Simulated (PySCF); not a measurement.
PySCF job for Cl2H2OSSi, SMILES [Si](Cl)(S)(O)Cl, SMD-B3LYP/6-31G*. The structure is a stationary point at PBE0-D3(BJ)/def2-SVP. This is a generated structure with no PubChem entry under its InChIKey; it may be hypothetical. The values are those of a single conformer.

```python
import numpy as np
from pyscf import gto, scf, dft
from pyscf.solvent import smd

mol = gto.M(
    atom='''
    O     0.54746174   -1.40625744   -1.17184975
    Si    0.08024807   -0.19988093   -0.16068689
    S     1.65971231    1.18129071    0.04306717
    Cl   -1.64477890    0.63524705   -0.91428159
    Cl   -0.33850484   -0.88271615    1.72424397
    H    -0.14681078   -1.96423472   -1.53926713
    H     1.80407030    1.31895042   -1.29475391
    ''',
    basis='6-31G*',
    charge=0,
    spin=0,
    max_memory=1600,
    verbose=3,
)
mf = dft.RKS(mol, xc='b3lyp').density_fit(auxbasis='def2-universal-jkfit')
mf.grids.level = 3
mf.conv_tol = 1e-9
mf.max_cycle = 100
mf.kernel()
res = {}
for name in ['water', 'ethylethanoate', '2-propanol']:
    s = mf.SMD()
    s.with_solvent.solvent, s.with_solvent.sasa_ng = name, 302
    s.kernel(mf.make_rdm1())
    res[name] = (s.e_tot, s.with_solvent.get_cds(), s.dip_moment(), s.mo_energy, s.converged)
    print(f'SMD {name}: dG(solv) = {(s.e_tot - mf.e_tot) * 627.509474:.3f} kcal/mol, of which CDS {res[name][1] * 627.509474:.3f}')
```

Program output:

```
converged SCF energy = -1684.66047750372
converged SCF energy = -1684.66997161864
Dipole moment(X, Y, Z, Debye): -0.28247, -1.05382, -2.57228
SMD water: dG(solv) = -5.958 kcal/mol, of which CDS 1.691
converged SCF energy = -1684.67138578917
Dipole moment(X, Y, Z, Debye): -0.14138, -0.93940, -2.37097
SMD ethylethanoate: dG(solv) = -6.845 kcal/mol, of which CDS -3.299
converged SCF energy = -1684.67546422426
Dipole moment(X, Y, Z, Debye): -0.24548, -1.04878, -2.53573
SMD 2-propanol: dG(solv) = -9.404 kcal/mol, of which CDS -2.602
```

Self-consistency was reached.
